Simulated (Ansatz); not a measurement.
Input for Ansatz (a program for electronic structure): R-PBE/def2-TZVPP on C3H7NO (SMILES CN(C)C=O).

Ansatz 0.2 input:
```yaml
crystal:
  periodic: [false, false, false]
  atoms:
    - {symbol: C, position_ang: [1.34495675, 0.13152696, 0.21156403]}
    - {symbol: N, position_ang: [-0.07712860, 0.13529085, -0.04400831]}
    - {symbol: C, position_ang: [-0.79278024, -1.11511147, 0.10709674]}
    - {symbol: C, position_ang: [-0.73342550, 1.26474413, -0.41390872]}
    - {symbol: O, position_ang: [-1.92194969, 1.35112485, -0.64608558]}
    - {symbol: H, position_ang: [1.74680701, 1.13268293, 0.06007201]}
    - {symbol: H, position_ang: [1.55754960, -0.17571621, 1.23992750]}
    - {symbol: H, position_ang: [1.86280193, -0.55606522, -0.46385376]}
    - {symbol: H, position_ang: [-1.84086228, -0.93981327, -0.11976347]}
    - {symbol: H, position_ang: [-0.39387304, -1.87076385, -0.57543820]}
    - {symbol: H, position_ang: [-0.69936837, -1.48980572, 1.13026380]}
    - {symbol: H, position_ang: [-0.05282756, 2.13200602, -0.48576604]}
basis:
  gaussian:
    orbitals: def2-TZVPP
hamiltonian:
  xc: {name: PBE}
scf: {lower_state_search: off}
```

It printed:

```
WARN ansatz: RAYON_NUM_THREADS=4 ignored (pool sized by the plan → 4); use --threads N
Functional definition: PBE
these checks for a lower state are left out or cut short: stability, starts, cluster_reference, orbital_swaps, neighbouring_geometries, increment
integrals: 0.16 GiB planned
1259 factors; their error is unknown
mean field: 1.31 GiB planned
mean field evaluation 1: about -6743.8925 eV, gradient 7.8e1 eV
mean field evaluation 2: about -6718.4024 eV, gradient 1.3e2 eV
mean field evaluation 4: about -6756.2904 eV, gradient 1.7e1 eV
mean field evaluation 8: about -6756.8238 eV, gradient 3.2e-1 eV
mean field evaluation 16: about -6756.8019 eV, gradient 1.9e-3 eV
mean field -6756.80188960 eV, -248.3078895181 hartree, gradient 4.3e-6 eV, S^2 0.000000; 0 other end points of the search recorded, 0 dependent functions left out
reference -6756.80193260 eV, -248.3078910981 hartree; 20, 20 occupied and 233, 233 virtual orbitals, 1259 factors
Total energy: -6756.80193260 eV, -248.3078910981 hartree
Checks for a lower state left out: stability, starts, cluster_reference, orbital_swaps, neighbouring_geometries, increment
```

The calculation finished and met its thresholds.

Cost: around 4 core-seconds (rough).
